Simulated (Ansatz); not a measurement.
Total energies of Cl2FH3OSi2 (`F[SiH](Cl)O[SiH2]Cl`).

Cartesian coordinates in Å:
```
F -1.8411 -1.8388 -0.8377
Si -1.4507 -0.3578 -0.4436
Cl -2.1065 -0.0172 1.4494
O 0.1550 -0.2305 -0.5103
Si 1.5336 0.2124 0.2435
Cl 1.5018 2.2255 0.6026
H -2.0970 0.5663 -1.3806
H 1.6487 -0.4788 1.5430
H 2.6563 -0.0811 -0.6661
```

The species carries charge 0 and has multiplicity 1. The geometry is a stationary point of PBE0-D4/def2-TZVP. It is one conformer, not always the lowest. Basis def2-TZVPP, Ansatz.

RPA on PBE orbitals: Hartree–Fock energy of these orbitals -1673.25742 Eh, correlation -1.75488 Eh (frozen core).

```tsv
functional	energy without D4 (Eh)	D4 term (kJ/mol)
revPBE	-1676.29156	-74.8
LC-ωPBE	-1676.12879	–
```

(1) Give the same for LDA (SPW92), PBE, BLYP, r2SCAN, B97M-V, PBE0, B3LYP, r2SCANh, r2SCAN0, HSE06 (plane-wave form), BHLYP, CAM-B3LYP, ωB97X-V, ωB97M-V, B2PLYP, PBE-QIDH. (Best estimate.)

B3LYP takes the VWN-RPA correlation (the form of Gaussian; ORCA's B3LYP/G). HSE06 is the plane-wave form, built on full-range PBE exchange. The double hybrids freeze the cores in their second-order part.

Results:

(1) Computed: 
```json
{"functional": "LDA (SPW92)", "energy without D4 (Eh)": "-1670.18811", "D4 term (kJ/mol)": "–"}
{"functional": "PBE", "energy without D4 (Eh)": "-1675.79991", "D4 term (kJ/mol)": "-28.5"}
{"functional": "BLYP", "energy without D4 (Eh)": "-1676.62234", "D4 term (kJ/mol)": "-61.0"}
{"functional": "r2SCAN", "energy without D4 (Eh)": "-1676.47532", "D4 term (kJ/mol)": "-7.0"}
{"functional": "B97M-V", "energy without D4 (Eh)": "-1676.21875", "D4 term (kJ/mol)": "–"}
{"functional": "PBE0", "energy without D4 (Eh)": "-1675.93593", "D4 term (kJ/mol)": "-24.6"}
{"functional": "B3LYP", "energy without D4 (Eh)": "-1676.73002", "D4 term (kJ/mol)": "-46.4"}
{"functional": "r2SCANh", "energy without D4 (Eh)": "-1676.46024", "D4 term (kJ/mol)": "-7.6"}
{"functional": "r2SCAN0", "energy without D4 (Eh)": "-1676.43905", "D4 term (kJ/mol)": "-8.5"}
{"functional": "HSE06 (plane-wave form)", "energy without D4 (Eh)": "-1675.90021", "D4 term (kJ/mol)": "-23.3"}
{"functional": "BHLYP", "energy without D4 (Eh)": "-1676.59943", "D4 term (kJ/mol)": "-38.8"}
{"functional": "CAM-B3LYP", "energy without D4 (Eh)": "-1676.66221", "D4 term (kJ/mol)": "-25.6"}
{"functional": "ωB97X-V", "energy without D4 (Eh)": "-1676.37616", "D4 term (kJ/mol)": "–"}
{"functional": "ωB97M-V", "energy without D4 (Eh)": "-1676.53711", "D4 term (kJ/mol)": "–"}
{"functional": "B2PLYP", "energy without D4 (Eh)": "-1676.06797", "D4 term (kJ/mol)": "–"}
{"functional": "PBE-QIDH", "energy without D4 (Eh)": "-1675.58911", "D4 term (kJ/mol)": "–"}
```

LC-ωPBE has ω = 0.4 bohr⁻¹.
